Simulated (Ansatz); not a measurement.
Consider the cleavage of the Si–Sn bond: `[SiH3][SnH2][SiH3]` + `O[Si]O` → `O[Si]O[SiH3]` + `[SiH3][SnH3]`.

Computed with Ansatz on PBE0-D4/def2-TZVP structures; ΔE is electronic, products minus reactants. CBS: MP2 limit from def2 TZ/QZ plus the TZ coupled-cluster correction, frozen cores. This one scheme is used for every species. Functionals use def2-TZVPP. B3LYP here is the variant with VWN-RPA as its local correlation; programs differ in this. def2 core potentials past Kr. For Sn outer-core shells are correlated without core-valence functions, which leaves a few kJ/mol of doubt a bond. One conformer a species, not always the lowest.

| level | ΔE (kJ/mol) |
| --- | --- |
| PBE-D4 | -45.4 |
| B3LYP | -68.4 |
| CCSD/def2-SVP | -66.1 |
| CCSD/def2-TZVPP | -70.8 |

Q: What does CCSD(T)/CBS give? (Estimate.)

A: Computed: -61.9 kJ/mol. The listed levels differ from it by 16.5, -6.5, -4.2, -8.9 kJ/mol.

Largest T1 diagnostic among the species: 0.015.

In def2-TZVPP, CCSD(T) changes the Hartree–Fock value by +24.5 kJ/mol (the triples alone add +3.2 kJ/mol) and MP2 by +24.3 kJ/mol. From BLYP to BHLYP (50 % exact exchange), in def2-TZVPP and without D4, ΔE moves by −14.2 kJ/mol. Leaving LDA and LC-ωPBE aside and taking each functional with its dispersion term where it has one, the values, not all of them listed here, spread over 30.4 kJ/mol, from BHLYP-D4 to PBE-D4.
